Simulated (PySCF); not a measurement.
**PbS₂⁻ at several levels of theory**

All levels use the PBE0 minimum (doublet; Pb–S 2.436 Å (×2); S–Pb–S 129.1°), basis [Pb def2-SVPD with ECP60, S def2-SVPD], scalar-relativistic core potentials, density fitting, no spin–orbit coupling, PySCF. For vertical energies the ionised species is a triplet (spins chosen at PBE0 and kept). Open shells are unrestricted, also as the reference of the correlated levels. Dipoles are about the centre of mass. A dash marks a value that was not computed or is not defined at that level.

Z-matrix (Å, degrees; charge -1 multiplicity 2):
```
Pb
S  1 2.4364
S  1 2.4364 2 129.08
```

```json
{"level": "PBE0", "vertical detachment energy (eV)": "3.48", "−ε(HOMO) (eV)": "1.80", "dipole (D)": "4.35"}
{"level": "HF", "vertical detachment energy (eV)": "?", "−ε(HOMO) (eV)": "?", "dipole (D)": "?"}
{"level": "MP2", "vertical detachment energy (eV)": "3.70", "−ε(HOMO) (eV)": "–", "dipole (D)": "–"}
{"level": "PBE", "vertical detachment energy (eV)": "?", "−ε(HOMO) (eV)": "?", "dipole (D)": "?"}
```

(1) Fill in the row of HF.

(2) Fill in the row of PBE.

## Answers

(1) vertical detachment energy (eV) 2.11, −ε(HOMO) (eV) 3.82, dipole (D) 4.78.

(2) vertical detachment energy (eV) 3.43, −ε(HOMO) (eV) 0.80, dipole (D) 4.11.

The lowest empty level of this anion is unbound, so it and the gap depend on the basis. With an element this heavy the missing spin–orbit coupling can shift these numbers.
